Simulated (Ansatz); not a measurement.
Ansatz (an electronic-structure program) job for Br2Cu, SMILES [Br][Cu-][Br], charge -1, multiplicity 1, ωB97X-V/def2-TZVPD. Geometry: PBE0-D3(BJ)/def2-SVPD. The spin state was assumed, not searched.

Ansatz 0.2 input:
```yaml
crystal:
  periodic: [false, false, false]
  atoms:
    - {symbol: Cu, position_ang: [0.00000000, 0.00000000, 0.00000000]}
    - {symbol: Br, position_ang: [0.00000000, 0.00000000, -2.28321160]}
    - {symbol: Br, position_ang: [0.00000000, 0.00000000, 2.28321160]}
basis:
  gaussian:
    orbitals: def2-TZVPD
hamiltonian:
  xc: {name: wB97X-V}
total_charge: -1
```

It prints:

```
WARN ansatz: RAYON_NUM_THREADS=2 ignored (pool sized by the plan → 2); use --threads N
Functional definition: wB97X-V
integrals: 0.16 GiB planned
1450 factors; their error is unknown
integrals: 0.19 GiB planned
220 factors; integrals over basis functions are off by at most 8.6e-5 eV
mean field: 1.40 GiB planned
mean field evaluation 1: about -184719.3443 eV, gradient 5.8e1 eV
mean field evaluation 2: about -184712.9310 eV, gradient 1.2e2 eV
mean field evaluation 4: about -184722.1819 eV, gradient 1.1e0 eV
mean field evaluation 8: about -184722.6822 eV, gradient 3.4e-1 eV
mean field evaluation 16: about -184722.6823 eV, gradient 7.0e-5 eV
mean field -184722.68230683 eV, -6788.4333652450 hartree, gradient 7.0e-5 eV, S^2 0.000000; 0 other end points of the search recorded, 0 dependent functions left out
reference -184722.68230425 eV, -6788.4333651499 hartree; 50, 50 occupied and 112, 112 virtual orbitals, 1450 factors
Total energy: -184722.68230425 eV, -6788.4333651499 hartree
```

The run converged.
